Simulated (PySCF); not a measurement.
An unknown gives this computed stick spectrum. Method used: TDDFT PBE0/def2-SVPD, vertical, gas phase, core orbitals frozen in the response in PySCF 2.14.0, density-fitted response routines. Geometries: GFN2-xTB, one conformer each.

```csv
state,E (eV),f,"main configurations (H = HOMO, L = LUMO)"
S1,3.11,0.0043,H→L (96%)
S2,5.23,0.0085,H→L+1 (95%)
S3,5.51,0.019,"H-1→L (73%), H→L+2 (25%)"
S4,5.71,0.087,"H→L+2 (69%), H-1→L (24%)"
S5,6.15,0.0007,"H-2→L (60%), H-3→L (32%)"
S6,6.22,0.0011,H→L+3 (92%)
S7,6.30,0.014,"H-3→L (56%), H-2→L (36%)"
S8,6.49,0.020,"H→L+4 (49%), H-1→L+1 (38%)"
```

Triplets computed (Tamm–Dancoff): 2.39, 4.91, 5.00 eV.

Task: Which candidate is it? All have the formula C2H8O2Si3.
A. `O=C[Si@@H]1O[SiH2]C[SiH2]1`
B. `O[SiH2][SiH2]O[SiH2]C#C`
C. `C#C[SiH2][Si@@H](O)O[SiH3]`

Result: A. Its S1, at 3.11 eV, is the lowest among the candidates; the nearest of the others has S1 at 5.69 eV. S1 is HOMO→LUMO (96%). Löwdin shares by element: HOMO oxygen 47% or more, carbon 20% or more, silicon 12% or more, hydrogen 9% or more; LUMO carbon 38% or more, oxygen 31% or more, silicon 13% or more, hydrogen 5% or more. At the same level the other candidates give, for their lowest levels:
- `C#C[SiH2][Si@@H](O)O[SiH3]`: 5.90 eV (f 0.009); 6.12 eV (f 0.013); 6.22 eV (f 0.006); 6.51 eV (f 0.022); 6.56 eV (f 0.014); T1 4.93 eV; HOMO -7.78, LUMO -0.56 eV
- `C#C[SiH2]O[SiH2][SiH2]O`: 5.69 eV (f 0.017); 5.92 eV (f 0.001); 6.27 eV (f 0.010); 6.31 eV (f 0.001); 6.43 eV (f 0.001); T1 4.94 eV; HOMO -7.95, LUMO -1.03 eV
